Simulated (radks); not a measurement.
Question: All-electron atom: Br2+ in [Ar] 3d10 4s2 4p2 4f1 (not the ground configuration). Method: Dirac Kohn-Sham, BLYP, spin-unpolarised, spherical densities, finite nucleus; open shells are shared between the two j in proportion to 2j + 1; Fermi nuclear charge, rms radius 4.1629 fm; computed with a radial shooting solver on a logarithmic mesh with Libxc functionals. Some entries of the table are withheld. Estimate them.

orbital,occ.,eigenvalue (eV),<r> (bohr),<r^2> (bohr^2)
1s1/2,2,-13350.02,(1),(2)
2s1/2,2,-1765.646,0.1893,0.04230
2p1/2,2,-1593.658,0.1627,0.03250
2p3/2,4,-1546.107,0.1666,0.03395
3s1/2,2,-270.3397,0.5511,0.3496
3p1/2,2,(3),0.5565,0.3630
3p3/2,4,(4),0.5670,0.3767
3d3/2,4,-99.8345,0.5852,0.4238
3d5/2,6,-98.7415,0.5892,0.4295
4s1/2,2,-48.4587,1.549,2.720
4p1/2,0.666667,-34.6848,1.760,3.537
4p3/2,1.33333,-33.9551,1.788,3.648
4f5/2,0.428571,-6.1834,5.386,32.99
4f7/2,0.571429,-6.1832,5.387,33.00

Answer: 
(1) 1s1/2 <r> (bohr): 0.04274
(2) 1s1/2 <r^2> (bohr^2): 0.002460
(3) 3p1/2 eigenvalue (eV): -210.5312
(4) 3p3/2 eigenvalue (eV): -203.6736
